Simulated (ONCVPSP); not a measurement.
# How hard is this tellurium (Te) ONCV potential?

Te (Z = 52), optimised norm-conserving Vanderbilt (ONCV), made with ONCVPSP 4.0.1 (PBE, scalar-relativistic). Core [Ar] 3d10, reference 4s2 4p6 4d10 5s2 5p4. Waves: 4s+5s: rc 1.20 bohr, ncon 4, nbas 9, qcut 9.1 1/bohr, 2 projectors; 4p+5p: rc 1.60 bohr, ncon 3, nbas 7, qcut 9.2 1/bohr, 2 projectors; 4d: rc 1.20 bohr, ncon 5, nbas 9, qcut 12.6 1/bohr, local. Local part: the d channel. Core correction: polynomial model core, fcfact 0.6.

**Question.** For each optimised wave give the share of its norm inside rc, the residual kinetic energy above qcut (Ha) and the cutoffs (Ha) for errors of 10, 1, 0.1 and 0.01 mHa per electron.

**Answer.**

```csv
wave,norm inside rc,residual KE,10 mHa,1 mHa,0.1 mHa,0.01 mHa
4s,0.942,9.6e-05,28.0,34.8,42.3,157.4
5s,0.077,1.1e-04,25.6,34.4,42.3,126.5
4p,0.986,5.4e-08,22.2,27.6,32.1,35.9
5p,0.113,1.2e-08,17.9,23.9,28.9,33.2
4d,0.761,2.6e-07,42.2,52.9,61.8,69.2
```

The occupied waves need 53 Ha and 62 Ha for 1 and 0.1 mHa.
